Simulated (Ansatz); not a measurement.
HfF₄. Charge 0, multiplicity 1. Geometry PBE0-D4/def2-SVP, basis def2-TZVP, Ansatz.

```xyz
5

Hf    0.000    0.000    0.000
F    -0.598    0.803    1.619
F    -1.010    0.687   -1.460
F    -0.236   -1.886    0.103
F     1.844    0.396   -0.261
```

```csv
run,HOMO (eV),LUMO (eV)
A,-10.61,-1.34
B,-12.17,-0.93
C,-11.38,-1.01
D,-14.68,0.25
E,-10.10,-1.63
F,-11.75,-1.27
```

In the def2 sets Hf takes a core potential; there is no spin–orbit coupling. HSE06 is defined as in plane-wave codes, on full-range PBE exchange.

Problem. The runs used HSE06, PBE, PBE0, r2SCAN, r2SCANh, ωB97M-V. Estimate which is which.

Solution. A r2SCAN (0 % exact exchange); B PBE0 (25 % exact exchange); C r2SCANh (10 % exact exchange); D ωB97M-V (range-separated); E PBE (0 % exact exchange); F HSE06 (range-separated). Exact exchange lowers occupied and raises empty levels; among semilocal functionals meta-GGAs tend to open the gap a little, and such runs are hard to tell apart. The gap grows from 8.47 eV (PBE) to 14.93 eV (ωB97M-V).
